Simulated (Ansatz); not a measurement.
`[SiH3]CCSS`. Total charge 0; spin multiplicity 1. The geometry is a stationary point of PBE0-D4/def2-TZVP. It is one conformer, not always the lowest.

```xyz
13

Si   -1.011   -1.256   -0.863
C    -0.350    0.502   -0.698
C    -0.186    0.985    0.731
S     0.748   -0.138    1.806
S     2.535   -0.355    0.848
H    -1.576   -1.423   -2.231
H     0.048   -2.278   -0.674
H    -2.097   -1.487    0.128
H    -1.025    1.182   -1.230
H     0.612    0.555   -1.218
H     0.269    1.977    0.779
H    -1.155    1.042    1.240
H     3.189    0.695    1.383
```

(1) What is the dipole moment at B3LYP/def2-TZVPP? (Best estimate.)

(2) And with PBE, r2SCAN, ωB97M-V? (Estimate.)

(3) Give the Mulliken charges with B3LYP, ωB97M-V, PBE in def2-TZVPP. (An estimate is asked.)

Answers

(1) The calculation gave: 2.18 D, with components (-0.08, 2.14, -0.37) D in this frame, pointing from negative to positive charge.

(2) Computed: PBE 2.20 D, r2SCAN 2.28 D, ωB97M-V 2.18 D.

(3) The calculation gave: 
| atom | B3LYP | ωB97M-V | PBE |
| --- | --- | --- | --- |
| Si1 | 0.27 | 0.18 | 0.20 |
| C2 | -0.23 | -0.34 | -0.22 |
| C3 | -0.13 | -0.23 | -0.12 |
| S4 | -0.07 | -0.04 | -0.08 |
| S5 | -0.13 | -0.14 | -0.14 |
| H6 | -0.08 | -0.04 | -0.06 |
| H7 | -0.06 | -0.02 | -0.04 |
| H8 | -0.07 | -0.03 | -0.06 |
| H9 | 0.09 | 0.12 | 0.09 |
| H10 | 0.09 | 0.13 | 0.10 |
| H11 | 0.11 | 0.14 | 0.11 |
| H12 | 0.11 | 0.14 | 0.11 |
| H13 | 0.11 | 0.12 | 0.12 |

B3LYP here is the variant with VWN-RPA as its local correlation; programs differ in this.
